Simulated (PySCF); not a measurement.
## Radial density of Pb³⁺ (lead, charge +3)

UHF, [Xe] 4f14 5d10 6s1, 2S determinant. Calculation: PySCF 2.14, in aug-cc-pVTZ-PP with ECP60MDF (6s5p4d2f, 55 functions); a scalar-relativistic core potential. This is the valence pseudo-density: the core potential removes the inner electrons and smooths the orbitals near the nucleus.

```json
{"r (bohr)": "0.0194", "4πr²ρ (e/bohr)": "1.666e-05", "4πr²(ρα − ρβ)": "0.0000"}
{"r (bohr)": "0.0326", "4πr²ρ (e/bohr)": "3.275e-05", "4πr²(ρα − ρβ)": "0.0000"}
{"r (bohr)": "0.0549", "4πr²ρ (e/bohr)": "5.144e-05", "4πr²(ρα − ρβ)": "0.0000"}
{"r (bohr)": "0.0924", "4πr²ρ (e/bohr)": "0.0001745", "4πr²(ρα − ρβ)": "0.0000"}
{"r (bohr)": "0.155", "4πr²ρ (e/bohr)": "0.001745", "4πr²(ρα − ρβ)": "0.0000"}
{"r (bohr)": "0.261", "4πr²ρ (e/bohr)": "0.03645", "4πr²(ρα − ρβ)": "0.0007"}
{"r (bohr)": "0.439", "4πr²ρ (e/bohr)": "1.462", "4πr²(ρα − ρβ)": "0.0363"}
{"r (bohr)": "0.739", "4πr²ρ (e/bohr)": "16.71", "4πr²(ρα − ρβ)": "0.1030"}
{"r (bohr)": "1.24", "4πr²ρ (e/bohr)": "14.54", "4πr²(ρα − ρβ)": "0.1048"}
{"r (bohr)": "2.09", "4πr²ρ (e/bohr)": "2.397", "4πr²(ρα − ρβ)": "0.6605"}
{"r (bohr)": "3.52", "4πr²ρ (e/bohr)": "0.1164", "4πr²(ρα − ρβ)": "0.0914"}
{"r (bohr)": "5.92", "4πr²ρ (e/bohr)": "0.0002148", "4πr²(ρα − ρβ)": "0.0002"}
```

Energies and moments cover only the electrons outside the core potential. Spin-orbit coupling, which splits the p, d and f shells strongly at this Z, is absent.
